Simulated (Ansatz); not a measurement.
Compare A (`C=NC[SiH3]`) with its isomer B (`C[SiH]1CN1`).

Calculated with Ansatz (gas phase, PBE0-D4/def2-TZVP geometries, no zero-point term in ΔE). CCSD(T)/CBS is the MP2 limit (def2-TZVPP, def2-QZVPP) plus CCSD(T) − MP2 in def2-TZVPP, frozen cores. Functionals use def2-TZVPP. B3LYP here is the variant with VWN-RPA as its local correlation; programs differ in this. Each species was taken in one conformer, which may not be the lowest.

A:

Z-matrix (Å, degrees):
```
C
N 1 1.436
Si 1 1.892 2 109.5
H 1 1.095 2 109.0 3 -116.7
H 1 1.102 2 113.6 3 122.8
C 2 1.259 1 118.6 3 -110.8
H 3 1.484 1 110.5 2 -58.1
H 3 1.487 1 109.5 2 62.6
H 3 1.488 1 108.9 2 -178.2
H 6 1.089 2 119.2 1 178.4
H 6 1.099 2 123.3 1 -1.8
```

B:

Z-matrix (Å, degrees):
```
C
Si 1 1.860
H 1 1.093 2 111.0
H 1 1.092 2 110.6 3 120.4
H 1 1.093 2 110.7 3 -119.5
C 2 1.828 1 120.1 3 -141.5
N 2 1.720 1 122.2 3 -82.5
H 2 1.481 1 112.8 3 61.8
H 6 1.087 2 124.8 1 -150.7
H 6 1.090 2 117.2 1 1.3
H 7 1.009 2 126.3 1 3.6
```

Q: Which isomer does CCSD(T)/CBS put lower? Give the gap. (Estimate.)

A: Computed: B, by 51.2 kJ/mol.

Q: Give E(B) − E(A) in kJ/mol with CCSD/def2-TZVPP, B3LYP, B2PLYP, CCSD(T)/def2-SVP, LDA (SPW92), MP2/def2-TZVPP, r2SCAN-D4. (Best estimate.)

A: The calculation gave: CCSD/def2-TZVPP -43.4, B3LYP -39.4, B2PLYP -44.3, CCSD(T)/def2-SVP -6.8, LDA (SPW92) -71.7, MP2/def2-TZVPP -57.8, r2SCAN-D4 -59.9. None reverses the order clearly.

Q: Does the order hold for the free energy at 298.15 K (harmonic terms from PBE0-D4)? (Best estimate.)

A: The calculation gave: Yes: G(B) − G(A) = -37.8 kJ/mol, for one conformer each.

Largest T1 diagnostic: 0.012.

Leaving LDA and LC-ωPBE aside and taking each functional with its dispersion term where it has one, the values, not all of them listed here, spread over 33.3 kJ/mol, from r2SCAN0-D4 to BLYP-D4. LDA lies −16.9 kJ/mol from PBE without D4. From r2SCAN to r2SCAN0 (25 % exact exchange), in def2-TZVPP and without D4, E(B) − E(A) moves by −4.6 kJ/mol.
